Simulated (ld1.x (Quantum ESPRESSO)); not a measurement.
## Varying the ultrasoft potential for oxygen (O)

Base potential:

ld1.x (Quantum ESPRESSO) 7.5 input, shortened:

```
&input
   title='O', zed=8., rel=1, dft='PBE', iswitch=3,
   config='[He] 2s2 2p4 3d-2'
 /
 &inputp
   pseudotype=3, tm=.true., lloc=-1, rcloc=0.65,
   nlcc=.true.,
   which_augfun='PSQ', rmatch_augfun_nc=.true.
 /
5
2S  1  0   2.00   0.00  0.55  0.65  0.0
2S  1  0   0.00  -0.90  0.55  0.65  0.0
2P  2  1   4.00   0.00  1.00  1.25  0.0
2P  2  1   0.00  -0.15  1.00  1.25  0.0
3D  3  2  -2.00   0.40  0.75  1.05  0.0
 &test
   configts(1)='2s2 2p4'
 /
```

All-electron outer shells of the reference configuration (PBE, scalar-relativistic, ld1.x):

```csv
shell,level (eV),outermost node (bohr),outermost maximum (bohr)
1s,-514.70,–,0.13
2s,-23.96,0.28,0.87
2p,-9.03,–,0.82
```

Cutoffs, loose and tight: the cutoffs (Ry, on a coarse ladder) from which the occupation-weighted sum of valence levels, in a spherical-Bessel basis at the reference potential, stays within 10 and 1 mRy of its value at 400 Ry. They do not see the model core or the augmentation charge, which bear on the density cutoff. Test errors are all-electron minus pseudo excitation energies from the reference, over the configurations 2s2 2p3; 2s2 2p2; 2s2 2p1; 2s0 2p6; 2s1 2p4; 2s2 2p0; 2s2 2p4.3. A dash means not determined; rows that change the core or the reference have their own tests. The largest error is taken over the tests solved by every variant that gives reliable tests at all: 2s0 2p6; 2s2 2p1; 2s2 2p2; 2s2 2p3.

A true bound ghost makes a file unfit for plane-wave use even where its test errors are small: the radial tests pick states by their node count and pass the ghost by.

Cutoffs are not given where the Bessel-basis levels miss the radial ones by over 6 mRy, ghosts where they miss by over 20 mRy; a channel whose overlap is not positive is not tested.

A file whose overlap is not positive is unfit for use, and its test errors describe a broken file.

| change | outcome | cutoff, loose | cutoff, tight | bound ghosts | largest test error (meV) |
| --- | --- | --- | --- | --- | --- |
| base | generated, overlap not positive | – | – | not determined (overlap not positive) | +507 |
| local potential all-electron potential smoothed inside 0.68 bohr (lloc = -1) | generated, overlap not positive | – | – | not determined (overlap not positive) | +501 |
| local potential all-electron potential smoothed inside 0.84 bohr (lloc = -1) | generated | 80 Ry | 110 Ry | none | +500 |
| local potential all-electron potential smoothed inside 1.08 bohr (lloc = -1) | generated | 80 Ry | 110 Ry | none | +478 |
| local potential all-electron potential smoothed inside 1.30 bohr (lloc = -1) | generated | 90 Ry | 110 Ry | none | +485 |
| local potential all-electron potential smoothed inside 1.38 bohr (lloc = -1) | generated | 90 Ry | 110 Ry | none | +484 |

What comes out with this change to the base: local potential all-electron potential smoothed inside 0.94 bohr (lloc = -1)?

outcome: generated; cutoff, loose: 90 Ry; cutoff, tight: 110 Ry; bound ghosts: s; largest test error (meV): +496.

What comes out with this change to the base: local potential all-electron potential smoothed inside 0.50 bohr (lloc = -1)?

outcome: generated, overlap not positive; bound ghosts: s (d not tested, overlap not positive); largest test error (meV): +511. A file whose overlap is not positive is unfit for use, and its test errors describe a broken file.

Reading the sweep of the rcloc (base included, trends over the rows without a ghost): The loose cutoff stays near 90 Ry. The median size of the test errors (rows with all tests solved) stays near 84.1 meV. Bound ghosts are found at 0.5, 0.94 bohr.
